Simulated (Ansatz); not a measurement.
Relaxation of CH5BOSi (9 atoms, charge 0, multiplicity 1), to a largest force component of 0.015 eV/Å in at most 40 steps.

These are results of RKS PBE0-D4/def2-SVP in Ansatz 0.2.0, not measurements.

```xyz
9
Properties=species:S:1:pos:R:3
C -0.347 0.567 -1.170
B -0.349 -0.619 -0.150
Si 0.617 -0.389 1.550
O 1.342 0.877 1.954
H 0.678 0.831 -1.437
H -0.736 1.472 -0.700
H -0.901 0.402 -2.092
H -0.925 -1.605 -0.430
H 0.621 -1.538 2.475
```

**Question.** Where does it end, and by what steps?

**Answer.** The run converged. After 4 steps the energy has fallen by 0.111 eV; H8 moved furthest, 0.06 Å.

```csv
step,energy less start (eV),largest force component (eV/Å),accepted
0,0.0000,1.532,yes
1,-0.0950,0.689,yes
2,-0.1109,0.031,yes
3,-0.1107,0.059,no
4,-0.1111,0.013,yes
```

```xyz
9
Properties=species:S:1:pos:R:3
C -0.354 0.572 -1.187
B -0.372 -0.620 -0.198
Si 0.622 -0.393 1.568
O 1.336 0.925 1.937
H 0.698 0.824 -1.422
H -0.709 1.481 -0.666
H -0.916 0.435 -2.121
H -0.944 -1.664 -0.423
H 0.637 -1.561 2.512
```

Run time: 19 s on 1 thread of Arm Neoverse V1, with other jobs on the host, peak memory 0.16 GiB.
